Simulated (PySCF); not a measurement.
SMILES O([Si](C)(O)O)[Si](O)(O)C at its GFN2-xTB optimised geometry (Å):

```
19

Si     1.2285    -0.2920    -0.3833
C      0.9219    -2.1508    -0.2475
O      1.6863     0.0249    -1.9074
O      2.4151     0.2850     0.5784
O     -0.1146     0.5463     0.0000
Si    -1.7437     0.5463     0.0000
C     -2.4154    -0.4817    -1.4352
O     -2.1989     2.1143     0.0000
O     -2.3163    -0.0919     1.3775
H      0.2829    -2.3789     0.6000
H      0.4286    -2.5236    -1.1383
H      1.8486    -2.7029    -0.1312
H      2.2576     0.7711    -2.0718
H      2.2632     0.3372     1.5174
H     -2.4151    -1.5365    -1.1837
H     -3.4345    -0.2050    -1.6845
H     -1.8033    -0.3566    -2.3231
H     -1.8260     2.7029    -0.6496
H     -2.4390     0.4771     2.1334
```

Calculation: B3LYP/def2-SVP (PySCF 2.14.0). Cells within 0.4 Å of a nucleus heavier than hydrogen are left out (blank, or x).

Map of the Laplacian of the electron density (e/bohr⁵), clipped to [-1.50, 1.50] on the plane z = 0.6 Å:

```
|555555555555555555555555555|
|555555555555555555555555555|
|555555555555555555555555555|
|555555555555555555555555555|
|555555555555555555555555555|
|555555555555555555555555555|
|555555566555555555555555555|
|555555666655555555555555555|
|555555666655555555555555555|
|555555666555555555555555555|
|555555555555665555566555555|
|555555558856666556656655555|
|5555555599566665565xx655555|
|5555556565556665565xx655555|
|555555666555555555666655555|
|555555555555555555555555555|
|555555555555555555555555555|
|555555555555555555555555555|
|555555555555555555555555555|
|555555555555540455555555555|
|555555555555554555555555555|
|555555555555555555555555555|
|555555555555555555555555555|
|555555555555555555555555555|
|555555555555555555555555555|
|555555555555555555555555555|
|555555555555555555555555555|
```
Scale: ten equal steps from -1.50 (start of '0') to 1.38 (end of '9'), in the order '0123456789'; x runs from -5.00 to 5.00, y from -5.00 (bottom) to 5.00 (top).
